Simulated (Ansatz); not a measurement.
CH$_{3}$Cl$_{2}$OSc (`C[O][Sc]([Cl])[Cl]`) at its PBE0-D4/def2-TZVP geometry, where that method's forces vanish. Charge 0, multiplicity 1.

```
atom   x (Å)   y (Å)   z (Å)
  C1  -0.103   0.904   1.204
  O2  -0.010   0.060   0.100
 Sc3   0.115  -1.021  -1.357
 Cl4   0.700  -0.075  -3.372
 Cl5  -0.318  -3.267  -1.100
  H6   0.623   0.610   1.969
  H7  -1.104   0.850   1.642
  H8   0.097   1.940   0.913
```

Problem. For each bond, give half the difference of the two atoms' forces along it (eV/Å; positive pushes the atoms apart) under PBE-D4, r2SCAN-D4, B3LYP-D4, ωB97M-V in def2-TZVPP. (An estimate is asked.)

Solution. Computed: 
```json
{"bond": "C1–O2", "length (Å)": "1.393", "PBE-D4": "0.14", "r2SCAN-D4": "0.16", "B3LYP-D4": "0.19", "ωB97M-V": "0.31"}
{"bond": "C1–H6", "length (Å)": "1.094", "PBE-D4": "0.09", "r2SCAN-D4": "-0.06", "B3LYP-D4": "-0.09", "ωB97M-V": "-0.14"}
{"bond": "C1–H7", "length (Å)": "1.094", "PBE-D4": "0.09", "r2SCAN-D4": "-0.06", "B3LYP-D4": "-0.09", "ωB97M-V": "-0.14"}
{"bond": "C1–H8", "length (Å)": "1.094", "PBE-D4": "0.08", "r2SCAN-D4": "-0.06", "B3LYP-D4": "-0.09", "ωB97M-V": "-0.13"}
{"bond": "O2–Sc3", "length (Å)": "1.819", "PBE-D4": "0.11", "r2SCAN-D4": "0.09", "B3LYP-D4": "0.06", "ωB97M-V": "-0.06"}
{"bond": "Sc3–Cl4", "length (Å)": "2.302", "PBE-D4": "0.01", "r2SCAN-D4": "0.02", "B3LYP-D4": "0.08", "ωB97M-V": "0.06"}
{"bond": "Sc3–Cl5", "length (Å)": "2.302", "PBE-D4": "0.01", "r2SCAN-D4": "0.02", "B3LYP-D4": "0.08", "ωB97M-V": "0.06"}
```

B3LYP here is the variant with VWN-RPA as its local correlation; programs differ in this.
